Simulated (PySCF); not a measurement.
# Which basis set comes closest?

Molecule: SMILES O=S(=O)(Cl)C(F)(F)F, CClF3O2S.

Bonds (- single, = double, # triple, : aromatic): O1=S2 1.441 Å, S2=O3 1.440 Å, S2-Cl4 2.068 Å, S2-C5 1.875 Å, C5-F6 1.315 Å, C5-F7 1.311 Å, C5-F8 1.312 Å.

Geometry PBE0-D3(BJ)/def2-SVP throughout; GIAO in PySCF 2.14, gas phase, one conformer, non-relativistic; equivalent atoms averaged; functional PBE0.

Reference values (measured; G. Saielli, R. Bini, A. Bagno, Computational 19F NMR. 2. Organic compounds, RSC Adv. 2014, ESI (exp. from Berger-Braun-Kalinowski 1994 and Everett 1995)): δ(F6/F7/F8) = -75.5 ppm vs CFCl3. Computed shifts are taken against CFCl3, calculated as an isolated molecule at each level.

**Question.** How do the basis sets STO-3G, 6-31G, 6-31G*, 6-311+G(2d,p) perform against the reference? Times are CPU seconds on 1 thread of an Arm Neoverse V1, shared host.

**Answer.** 
| basis set | functions | F6/F7/F8 | abs. error F | core-s |
| --- | --- | --- | --- | --- |
| STO-3G | 48 | -59.9 | 15.6 | 3.9 |
| 6-31G | 80 | -82.3 | 6.8 | 8 |
| 6-31G* | 120 | -81.0 | 5.5 | 12 |
| 6-311+G(2d,p) | 232 | -84.5 | 9.0 | 28 |

For 19F the closest is 6-31G* (5.5 ppm) and the furthest STO-3G (15.6 ppm). Where a smaller basis beats a larger one, errors probably cancel. One molecule is a small sample, and vibrational and solvent effects are absent from the calculation.

A small basis that lands close on one nucleus may do so by chance; judge by the trend and by all nuclei.
